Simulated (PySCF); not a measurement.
SnHMe2Et, C4H12Sn.
SMILES: `[SnH]([CH2]C)([CH3])[CH3]`

Method used: PySCF 2.14.0, density-fitted response routines, TDDFT CAM-B3LYP/def2-SVPD, vertical, gas phase, core orbitals frozen in the response, def2 core potentials past Kr. One conformer (not necessarily the lowest) at the PBE0-D3(BJ)/def2-SVP geometry, without solvent, vibrations or thermal averaging. Spin–orbit coupling is left out.

Computed states:

| state | E (eV) | f |
| --- | --- | --- |
| S1 | 6.92 | 0.045 |
| S2 | 7.20 | 0.075 |
| S3 | 7.35 | 0.032 |
| S4 | 7.43 | 0.021 |
| S5 | 7.72 | 0.066 |
| S6 | 7.88 | 0.034 |
| S7 | 7.90 | 0.166 |
| S8 | 7.94 | 0.039 |
| S9 | 8.02 | 0.085 |
| S10 | 8.10 | 0.093 |

Broadening: Gaussians 0.3 eV wide at half height, area fixed by f = 4.319×10⁻⁹ ∫ε dν̃. The cross-section is σ = 3.8235×10⁻²¹ ε cm², given in Mb (10⁻¹⁸ cm²). The width is an assumption, not a result. The curve ends short of the highest state used, and states not computed would add to its high-energy end.

Q: Give the broadened spectrum and its maxima.

A: 
(E (eV), σ (Mb)): (6.47, 0.03), (6.51, 0.09), (6.56, 0.31), (6.60, 0.70), (6.65, 1.73), (6.69, 3.18), (6.74, 5.95), (6.78, 8.81), (6.83, 12.64), (6.87, 15.33), (6.91, 17.32), (6.96, 18.90), (7.00, 20.01), (7.05, 22.22), (7.09, 25.06), (7.14, 29.45), (7.18, 32.71), (7.23, 35.12), (7.27, 35.16), (7.32, 32.93), (7.36, 29.82), (7.41, 25.23), (7.45, 21.85), (7.50, 19.23)

Maxima: 171 nm (7.25 eV), ε about 9200, made up of S2 (68%) and S3 (23%) (ε in L mol⁻¹ cm⁻¹; maxima over ε = 5, shares over 10%).

Q: What would ε be at 7.25 eV, the highest of these maxima, with half the width (0.15 eV)?

A: About 12000 L mol⁻¹ cm⁻¹ against 9250, a factor of about 1.3; a lone state at its own centre would give exactly 2.

Q: Coming from long wavelengths, where does ε first pass 100 L mol⁻¹ cm⁻¹?

A: At about 189 nm (6.57 eV), 0.35 eV below S1.
